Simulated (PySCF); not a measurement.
Computed shifts of a molecule C₂H₆AlBrO, HF/pcSseg-1 (PySCF), GIAO, gas phase, equivalent atoms averaged, in ppm (number of nuclei): ¹³C: 51.3 (1), -10.3 (1). ¹H: 3.98 (3), 0.14 (3). References: ¹³C against TMS (σ = 192.6 ppm); ¹H against TMS (σ = 31.99 ppm); ¹⁷O against H2O (σ = 333.0 ppm), references at their B3LYP-D3(BJ)/def2-TZVP geometries, non-relativistic (without spin–orbit terms, shifts of atoms bonded to Cl or Br come out too high). The structure is a stationary point at B3LYP-D3(BJ)/def2-SVP. One conformer was computed; it need not be the lowest.

Which structure fits?
A. C[O][Al]([CH3])[Br]
B. CC[O][AlH][Br]
C. C[CH2][Al]([OH])[Br]

A, C[O][Al]([CH3])[Br]
